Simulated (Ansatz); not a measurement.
H3NZn (SMILES [NH2][ZnH]), singlet, at a GFN2-xTB geometry (such geometries of metal compounds can be far from the true shape), with bond 2-1 at 1.4 times its length; SC-NEVPT2/def2-SVP, CASSCF(6,6) (Ansatz, a first-principles code).

Input for Ansatz:
Ansatz 0.2 input:
```yaml
crystal:
  periodic: [false, false, false]
  atoms:
    - {symbol: Zn, position_ang: [-0.19755425, -0.03255506, -0.34431792]}
    - {symbol: H, position_ang: [-1.52778357, -0.26136190, -1.91965798]}
    - {symbol: N, position_ang: [0.69019226, 0.11354142, 1.21809065]}
    - {symbol: H, position_ang: [1.26971952, -0.60242036, 1.62601142]}
    - {symbol: H, position_ang: [0.97328025, 0.98027079, 1.64645250]}
basis:
  gaussian:
    orbitals: def2-SVP
magnetization: {spin_polarized: false}
correlation: {method: sc_nevpt2, electrons: all, active_space: {window: {electrons: 6, orbitals: 6}}}
```

What does Ansatz print? Leave out banner, timings and long lists.


```
Functional definition: HF
595 factors; integrals over basis functions are off by at most 9.7e-4 eV
mean field evaluation 1: about -49893.5308 eV, gradient 3.4e1 eV
mean field evaluation 2: about -49893.5836 eV, gradient 3.4e1 eV
mean field evaluation 4: about -49896.2688 eV, gradient 2.2e0 eV
mean field evaluation 8: about -49896.2963 eV, gradient 2.1e-1 eV
mean field -49896.29645841 eV, -1833.6550739221 hartree, gradient 2.2e-6 eV, S^2 0.000000; 0 other end points of the search recorded, 0 dependent functions left out
reference -49896.29645841 eV, -1833.6550739221 hartree; 20, 20 occupied and 40, 40 virtual orbitals, 595 factors
state -49898.28321669 eV, -1833.7280859422 hartree
state -49898.28321669 eV, -1833.7280859422 hartree; corrected -49911.04761337 eV, -1834.1971688682 hartree
state -49898.04907092 eV, -1833.7194812438 hartree
state -49898.04907092 eV, -1833.7194812438 hartree; corrected -49911.38015593 eV, -1834.2093895820 hartree
state -49898.04907092 eV, -1833.7194812438 hartree; corrected -49911.38015593 eV, -1834.2093895820 hartree
state -49898.00754843 eV, -1833.7179553207 hartree
state -49898.00754843 eV, -1833.7179553207 hartree; corrected -49911.40762589 eV, -1834.2103990842 hartree
state -49898.00754843 eV, -1833.7179553207 hartree; corrected -49911.40762589 eV, -1834.2103990842 hartree
state -49898.04615098 eV, -1833.7193739380 hartree
state -49898.04615098 eV, -1833.7193739380 hartree; corrected -49911.35981721 eV, -1834.2086421477 hartree
state -49898.00754843 eV, -1833.7179553207 hartree; corrected -49911.40762589 eV, -1834.2103990842 hartree
WARN: the results are in doubt because another end's mean lies 0.276 eV lower, and its corrected mean 0.360 eV higher
Total energy: -49911.40762589 eV, -1834.2103990842 hartree
In doubt: another end's mean lies 0.276 eV lower, and its corrected mean 0.360 eV higher
```
